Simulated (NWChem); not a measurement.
GeH2, singlet; SMILES [GeH2]

```xyz
3

Ge     0.0000     0.0000     0.0363
H      0.0000    -1.1364    -1.0862
H      0.0000     1.1364    -1.0862
```
Atoms are numbered in this order, from 1.

Computed with NWChem. Low-valent species are run as closed-shell singlets; no triplet was tried in these runs. The geometry was optimised at PBE0/def2-SVP. GIAO values for the isolated, static molecule; σ is the absolute isotropic shielding, δ = σ(reference) − σ with the isolated reference molecule computed at the same levels (1H: tetramethylsilane).

Question: Predict the results for PBE0/x2c-TZVPall-s, scalar ZORA without spin-orbit coupling. Quantities: σ Ge1 (ppm); δ H2 (ppm).

Answer: The σ Ge1 (ppm) comes out as -447.7 and the δ H2 (ppm) is 13.56.
